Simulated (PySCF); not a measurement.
SbP⁺: energy against distance

Set-up: basis Sb aug-cc-pVDZ-PP with ECP28, P aug-cc-pV(D+d)Z; scalar-relativistic core potentials; PySCF 2.14. Energies in eV from Sb⁺ + P in their ground configurations at the same level. All curves are PBE0. state 1: ²Π (doublet), unpaired electrons π ↑; state 2: ²Σ⁺ (doublet), unpaired electrons σ ↑, a second solution, started from another occupation; state 3: ⁴Π (quartet), unpaired electrons π ↑↑↑, a second solution, started from another occupation; state 4: Ms = 0.5 determinant of mixed spin (⟨S²⟩ near 1.8), unpaired electrons π ↑↑↓, a mixture of terms (⟨Lz²⟩ = 3.0), a second solution, started from another occupation.

```json
{"R (Å)": "1.984", "state 1": "-1.679", "state 2": "-1.857", "state 3": "1.330", "state 4": "1.774"}
{"R (Å)": "2.076", "state 1": "-2.524", "state 2": "-2.374", "state 3": "-0.023", "state 4": "0.410"}
{"R (Å)": "2.169", "state 1": "-2.975", "state 2": "-2.559", "state 3": "-0.938", "state 4": "-0.515"}
{"R (Å)": "2.238", "state 1": "-3.125", "state 2": "-2.546", "state 3": "-1.407", "state 4": "-0.992"}
{"R (Å)": "2.307", "state 1": "-3.155", "state 2": "-2.460", "state 3": "-1.733", "state 4": "-1.324"}
{"R (Å)": "2.376", "state 1": "-3.099", "state 2": "-2.342", "state 3": "-1.945", "state 4": "-1.542"}
{"R (Å)": "2.469", "state 1": "-2.948", "state 2": "-2.165", "state 3": "-2.090", "state 4": "-1.694"}
{"R (Å)": "2.584", "state 1": "-2.698", "state 2": "-1.941", "state 3": "-2.111", "state 4": "-1.723"}
{"R (Å)": "2.722", "state 1": "-2.353", "state 2": "-1.692", "state 3": "-1.980", "state 4": "-1.600"}
{"R (Å)": "2.907", "state 1": "-1.879", "state 2": "-1.411", "state 3": "-1.660", "state 4": "-1.287"}
```

Problem. Put a parabola through the three lowest points of the state 3 curve and estimate Re, k and ωe (reduced mass 24.66 u; 1 eV/Å² = 0.16022 mdyn/Å; ωe = 1302.8·√(k/μ) cm⁻¹).

Solution. Through R = 2.469, 2.584, 2.722 Å the second-order coefficient is 4.47 eV/Å², so Re ≈ 2.547 Å, k ≈ 1.43 mdyn/Å and ωe ≈ 314 cm⁻¹. A polynomial fit of higher order to the unrounded PBE0 energies gives Re = 2.541 Å, k = 1.68 mdyn/Å, ωe = 341 cm⁻¹; anharmonicity and rounding make the difference.

The higher-order fit for each curve: state 3: Re = 2.541 Å, ωe = 341 cm⁻¹, minimum 2.12 eV below the ground-state fragments; state 4: Re = 2.547 Å, ωe = 338 cm⁻¹, minimum 1.73 eV below the ground-state fragments. State 1 gave no clean fit. State 2 gave no clean fit.

⟨S²⟩ of the unrestricted solution departs from its pure value on part of the curve, where spin states mix. These are scalar-relativistic numbers at best; spin–orbit coupling would shift them, the dissociation energy most. For an ion De counts to the pair picked by the measured ionisation energies or electron affinities, which need not be the lowest pair at this level. The state is the lowest determinant that a PBE0 search found; another state may lie lower at other levels.
